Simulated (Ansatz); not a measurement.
`C[O][Sn][F]` + `C=[CH][AlH][CH3]` → `C=[CH][Al]([CH3])[CH3]` + `[OH][Sn][F]`  (formal exchange of groups at a C–O bond)

Calculated with Ansatz (gas phase, PBE0-D4/def2-TZVP geometries, no zero-point term in ΔE). CBS: MP2 limit from def2 TZ/QZ plus the TZ coupled-cluster correction, frozen cores. Functionals use def2-TZVPP. def2 core potentials past Kr. For Sn outer-core shells are correlated without core-valence functions, which leaves a few kJ/mol of doubt a bond. One conformer a species, not always the lowest.

| level | ΔE (eV) |
| --- | --- |
| r2SCAN-D4 | -0.95 |
| BLYP | -0.85 |

(1) What does CCSD(T)/CBS give? (Best estimate.)

Largest T1 diagnostic among the species: 0.018.

Results:

(1) Computed: -0.95 eV. The listed levels differ from it by 0.00, 0.10 eV.

At CCSD(T), def2-SVP lies +0.32 eV from the extrapolated value and def2-TZVPP +0.04 eV. In def2-TZVPP, CCSD(T) changes the Hartree–Fock value by −0.15 eV (the triples alone add −0.01 eV) and MP2 by −0.21 eV. Leaving LDA and LC-ωPBE aside and taking each functional with its dispersion term where it has one, the values, not all of them listed here, spread over 0.13 eV, from r2SCAN0-D4 to B97M-V.
